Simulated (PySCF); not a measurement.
C₂H₅O (SMILES C[CH]O), doublet, geometry from GFN2-xTB; HF/3-21G run with PySCF.

The PySCF input:
```python
from pyscf import gto, scf

mol = gto.Mole()
mol.atom = '''
    C     1.19309028   -0.36928823   -0.01550432
    C    -0.00932706    0.48045677   -0.15550838
    O    -1.20582994   -0.08620026    0.22487613
    H    -1.93007401    0.51802160    0.03896304
    H    -0.03898534    1.28106100   -0.87783908
    H     2.07699739    0.24879310    0.13478836
    H     1.06534748   -1.03511733    0.83459159
    H     1.37077470   -0.99016743   -0.90343665
'''
mol.basis = '3-21g'
mol.spin = 1
mol.verbose = 4
mol.build()

mf = scf.UHF(mol)
mf.init_guess = '1e'
mf.kernel()
mf.analyze()
```

**Question.** What does PySCF print? Leave out banner, timings and long lists.

**Answer.** 
```
PySCF version 2.14.0

[INPUT] verbose = 4
[INPUT] num. atoms = 8
[INPUT] num. electrons = 25
[INPUT] charge = 0
[INPUT] spin (= nelec alpha-beta = 2S) = 1
[INPUT] symmetry False subgroup None
[INPUT] Mole.unit = angstrom
[INPUT] Symbol           X                Y                Z      unit          X                Y                Z       unit  Magmom
[...]
nuclear repulsion = 74.9130974590597
number of shells = 25
number of NR pGTOs = 60
number of NR cGTOs = 37
basis = 3-21g
ecp = {}

******** <class 'pyscf.scf.uhf.UHF'> ********
method = UHF
initial guess = 1e
damping factor = 0
level_shift factor = 0
DIIS = <class 'pyscf.scf.diis.CDIIS'>
diis_start_cycle = 1
diis_space = 8
diis_damp = 0
SCF conv_tol = 1e-09
SCF conv_tol_grad = None
SCF max_cycles = 50
direct_scf = True
direct_scf_tol = 1e-13
number electrons alpha = 13  beta = 12
Set gradient conv threshold to 3.16228e-05
Initial guess from hcore.

init E= -127.558288124561
cycle= 1 E= -122.293506107443  delta_E= 5.26  |g|= 3.54  |ddm|= 22.4
cycle= 2 E= -125.1920171415  delta_E= -2.9  |g|= 4.88  |ddm|= 22.2
cycle= 3 E= -141.106028206749  delta_E= -15.9  |g|= 3.61  |ddm|= 4.81
cycle= 4 E= -144.669156778626  delta_E= -3.56  |g|= 3.38  |ddm|= 1.61
cycle= 5 E= -146.651066408643  delta_E= -1.98  |g|= 3.01  |ddm|= 1.32
cycle= 6 E= -148.713454948998  delta_E= -2.06  |g|= 2.46  |ddm|= 1.16
cycle= 7 E= -151.6395174283  delta_E= -2.93  |g|= 1.23  |ddm|= 2.78
cycle= 8 E= -152.322461688806  delta_E= -0.683  |g|= 0.56  |ddm|= 0.971
cycle= 9 E= -152.559253373291  delta_E= -0.237  |g|= 0.157  |ddm|= 0.608
cycle= 10 E= -152.594239640336  delta_E= -0.035  |g|= 0.0494  |ddm|= 0.271
cycle= 11 E= -152.597985720519  delta_E= -0.00375  |g|= 0.0175  |ddm|= 0.0881
cycle= 12 E= -152.59839157892  delta_E= -0.000406  |g|= 0.00735  |ddm|= 0.0357
cycle= 13 E= -152.598457328579  delta_E= -6.57e-05  |g|= 0.00287  |ddm|= 0.0152
cycle= 14 E= -152.598473609908  delta_E= -1.63e-05  |g|= 0.000829  |ddm|= 0.0102
cycle= 15 E= -152.598475038256  delta_E= -1.43e-06  |g|= 0.000234  |ddm|= 0.00337
cycle= 16 E= -152.598475136868  delta_E= -9.86e-08  |g|= 6.87e-05  |ddm|= 0.000918
cycle= 17 E= -152.598475145616  delta_E= -8.75e-09  |g|= 2.87e-05  |ddm|= 0.00022
cycle= 18 E= -152.598475147472  delta_E= -1.86e-09  |g|= 8.23e-06  |ddm|= 0.000121
cycle= 19 E= -152.598475147611  delta_E= -1.39e-10  |g|= 3.9e-06  |ddm|= 2.86e-05
Extra cycle  E= -152.598475147631  delta_E= -1.99e-11  |g|= 2.57e-06  |ddm|= 6.87e-06
[...]
converged SCF energy = -152.598475147631  <S^2> = 0.76135242  2S+1 = 2.0113204
Total Energy =                        -152.598475147630950
[...]

 ** Mulliken spin pop alpha/beta on meta-lowdin orthogonal AOs **
 ** Mulliken Spin Density (per AO)  **
spin_pop of  0 C 1s        0.00000
spin_pop of  0 C 2s       -0.01590
spin_pop of  0 C 3s        0.00007
spin_pop of  0 C 2px      -0.03382
spin_pop of  0 C 2py      -0.02653
spin_pop of  0 C 2pz      -0.02634
spin_pop of  0 C 3px       0.00050
spin_pop of  0 C 3py       0.00033
spin_pop of  0 C 3pz       0.00026
spin_pop of  1 C 1s       -0.00001
spin_pop of  1 C 2s        0.09509
spin_pop of  1 C 3s        0.00056
spin_pop of  1 C 2px       0.04009
spin_pop of  1 C 2py       0.28015
spin_pop of  1 C 2pz       0.56152
spin_pop of  1 C 3px       0.00004
spin_pop of  1 C 3py       0.00109
spin_pop of  1 C 3pz       0.00156
spin_pop of  2 O 1s       -0.00000
spin_pop of  2 O 2s        0.00543
spin_pop of  2 O 3s        0.00005
spin_pop of  2 O 2px      -0.01249
spin_pop of  2 O 2py       0.02721
spin_pop of  2 O 2pz       0.06688
spin_pop of  2 O 3px       0.00021
spin_pop of  2 O 3py       0.00011
spin_pop of  2 O 3pz       0.00021
spin_pop of  3 H 1s       -0.00664
spin_pop of  3 H 2s        0.00002
spin_pop of  4 H 1s       -0.05017
spin_pop of  4 H 2s        0.00066
spin_pop of  5 H 1s        0.01758
spin_pop of  5 H 2s        0.00008
spin_pop of  6 H 1s        0.01253
spin_pop of  6 H 2s       -0.00003
spin_pop of  7 H 1s        0.05964
spin_pop of  7 H 2s        0.00008
 ** Mulliken Spin Density (per atom)  **
spin density of  0 C =     -0.10144
spin density of  1 C =      0.98008
spin density of  2 O =      0.08761
spin density of  3 H =     -0.00662
spin density of  4 H =     -0.04951
spin density of  5 H =      0.01767
spin density of  6 H =      0.01250
spin density of  7 H =      0.05972
 ** Mulliken pop alpha/beta on meta-lowdin orthogonal AOs **
 ** Mulliken pop       alpha | beta **
[...]
In total            13.00000 | 12.00000
 ** Mulliken atomic charges   ( Nelec_alpha | Nelec_beta ) **
charge of  0C =     -0.27224  (     3.08540      3.18684 )
charge of  1C =      0.05550  (     3.46229      2.48221 )
charge of  2O =     -0.45913  (     4.27337      4.18576 )
charge of  3H =      0.30431  (     0.34454      0.35116 )
charge of  4H =      0.07601  (     0.43724      0.48675 )
charge of  5H =      0.09673  (     0.46047      0.44280 )
charge of  6H =      0.10902  (     0.45174      0.43924 )
charge of  7H =      0.08981  (     0.48496      0.42524 )
Dipole moment(X, Y, Z, Debye): -0.14789,  1.46067, -0.97776
```
